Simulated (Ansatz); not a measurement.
Ansatz (a first-principles code) input (r2SCAN/def2-TZVP):

Ansatz 0.2 input:
```yaml
crystal:
  periodic: [false, false, false]
  atoms:
    - {symbol: O, position_ang: [-0.00000000, -0.00000000, -1.51012766]}
    - {symbol: Si, position_ang: [0.00000000, 0.00000000, 0.00000000]}
    - {symbol: O, position_ang: [0.00000000, 0.00000000, 1.51012766]}
basis:
  gaussian:
    orbitals: def2-TZVP
hamiltonian:
  xc: {name: r2SCAN}
relax: {f_tol: 0.003, max_steps: 100}
```

End of the output:

```
integrals: 0.02 GiB planned
554 factors; their error is unknown
mean field: 0.21 GiB planned
mean field evaluation 1: about -11956.5932 eV, gradient 9.1e1 eV
mean field evaluation 2: about -11880.0643 eV, gradient 2.0e2 eV
mean field evaluation 4: about -11971.0740 eV, gradient 5.8e0 eV
mean field evaluation 8: about -11971.1264 eV, gradient 1.3e-1 eV
mean field evaluation 16: about -11971.1264 eV, gradient 1.1e-5 eV
mean field -11971.12644210 eV, -439.9307824262 hartree, gradient 1.1e-5 eV, S^2 0.000000; 0 other end points of the search recorded, 0 dependent functions left out
the calculation of the forces begins
reference -11971.12645095 eV, -439.9307827514 hartree; 15, 15 occupied and 84, 84 virtual orbitals, 554 factors
relax step   1: F+E_penalty+E_count = -11971.12644210 eV  Δ(F+E_penalty+E_count) = +0.000e0 eV  max|allowed force component| = 1.617e-1 eV/Å  Δτ_max = 0.0000 Å  (27 SCF iters, accepted)
these checks for a lower state are left out or cut short: starts, cluster_reference, orbital_swaps, neighbouring_geometries, increment
integrals: 0.02 GiB planned
554 factors; their error is unknown
mean field: 0.21 GiB planned
mean field -11971.12678198 eV, -439.9307949166 hartree, gradient 1.8e-5 eV, S^2 0.000000; 0 other end points of the search recorded, 0 dependent functions left out
the calculation of the forces begins
reference -11971.12679082 eV, -439.9307952416 hartree; 15, 15 occupied and 84, 84 virtual orbitals, 554 factors
relax step   2: F+E_penalty+E_count = -11971.12678198 eV  Δ(F+E_penalty+E_count) = -3.399e-4 eV  max|allowed force component| = 7.803e-2 eV/Å  Δτ_max = 0.0014 Å  (30 SCF iters, accepted)
these checks for a lower state are left out or cut short: starts, cluster_reference, orbital_swaps, neighbouring_geometries, increment
integrals: 0.02 GiB planned
554 factors; their error is unknown
mean field: 0.21 GiB planned
mean field -11971.12688591 eV, -439.9307987361 hartree, gradient 2.0e-5 eV, S^2 0.000000; 0 other end points of the search recorded, 0 dependent functions left out
the calculation of the forces begins
reference -11971.12689476 eV, -439.9307990611 hartree; 15, 15 occupied and 84, 84 virtual orbitals, 554 factors
relax step   3: F+E_penalty+E_count = -11971.12688591 eV  Δ(F+E_penalty+E_count) = -1.039e-4 eV  max|allowed force component| = 4.557e-4 eV/Å  Δτ_max = 0.0013 Å  (23 SCF iters, accepted)
integrals: 0.02 GiB planned
554 factors; their error is unknown
mean field: 0.21 GiB planned
mean field evaluation 32: about -11971.1337 eV, gradient 9.0e-2 eV
mean field -11971.12688591 eV, -439.9307987361 hartree, gradient 2.0e-5 eV, S^2 0.000000; 1 other end points of the search recorded, 0 dependent functions left out
the calculation of the forces begins
reference -11971.12689476 eV, -439.9307990611 hartree; 15, 15 occupied and 84, 84 virtual orbitals, 554 factors
Total energy: -11971.12689476 eV, -439.9307990611 hartree
Atom 0 at    -0.000000    -0.000000    -1.512872 Å, force     0.000000    -0.000000    -0.000456 eV/Å
Atom 1 at     0.000000     0.000000    -0.000000 Å, force    -0.000000     0.000000    -0.000000 eV/Å
Atom 2 at    -0.000000    -0.000000     1.512872 Å, force     0.000000    -0.000000     0.000456 eV/Å
Dipole moment:     0.000000     0.000000     0.000000 e Å
```
